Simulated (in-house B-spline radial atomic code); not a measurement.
Ag⁺. Computed with a B-spline radial atomic code. Model: non-relativistic spherical atom: semilocal Troullier-Martins pseudo-atom, one channel per l, against all electrons, high spin, G0W0 and RPA with empty states to l = 8, local potential for every l without a channel, a model core (radius 0 = none) keeps its share of the functional.

Without relativity these are model numbers for so heavy an element.

What the tables leave out is listed at the end.

The pseudopotential gives back the lowest level of each angular momentum of its own functional in the configuration it was made in; a second state of the same l is only approximately right. Exact exchange, RPA and GW see the smooth pseudo-orbitals and miss the exchange with the core, for which the functional's share stands in. The column with an uncorrelated core keeps all orbitals and exact exchange, and so separates missing core correlation from pseudisation. Only the three outermost levels and the lowest empty one were computed. RPA here is direct RPA, with no exchange kernel, and its energies carry an (l + 1/2)⁻⁴ tail. A hybrid on a potential with a model core restores only its own semilocal share of the core's exchange.

Command:
```bash
python run_psgw.py task.json out
```
Settings (lengths in bohr, energies in hartree):
```
Z                      47
electrons              46
configuration          [Kr] 4d10
generated_in           [Kr] 4d10
functional             pbe,pbe
core_shells            8
radius_factor          0.9
core_correction        True
```

Cost of the run: 27 s on 1 thread of Arm Neoverse N1, on a shared host.

Given: made with PBE; model core radius 0.863 bohr; local radius 1.218 bohr; mean-field start PBE0.

Valence shells of the generating configuration: 4d.

Channel: s 2.234, p 2.852, d 0.93 (radii in bohr).

Computed: largest level miss in the spin-unpolarised generating configuration 0.002 eV; valence RPA correlation energy all-electron orbitals -0.52886 hartree; all-electron RPA polarisability, core included 7.6285 bohr³; pseudo-atom RPA polarisability 8.9789 bohr³.

```
     level  occupied  mean-field all-electron (eV)  mean-field pseudo minus all (eV)  G0W0 all-electron (eV)  G0W0 uncorrelated core minus all (eV)  G0W0 pseudo minus all (eV)  exchange self-energy all-electron (eV)  exchange self-energy pseudo (eV)
        4d         1                       -17.742                             0.879                 -22.135                                 -0.195                       2.833                                  -35.74                           -21.974
5s (empty)         0                        -9.322                            -0.357                 -7.1523                                  0.042                      -0.656                                 -2.9531                           -2.1965
```

(1) What is the valence RPA correlation energy pseudo?

Answers

(1) -0.8618 hartree.

Among the listed levels the largest G0W0 shift of the pseudo-atom is +2.83 eV, for 4d on the PBE0 start, while leaving the core uncorrelated moves that level by -0.20 eV. So pseudisation and the lost core exchange, not the missing core correlation, make the error. Not in the tables (levels of low weight, unsolved or above zero; the highest and the empty levels are kept at any weight): on PBE, a start not tabulated, the G0W0 levels 4d (pseudo minus all +2.44 eV, weights 0.81 and 0.35), 5s (pseudo minus all -0.38 eV, weights 0.94 and 0.94); no Hartree-Fock pseudo-atom is run with a model core.
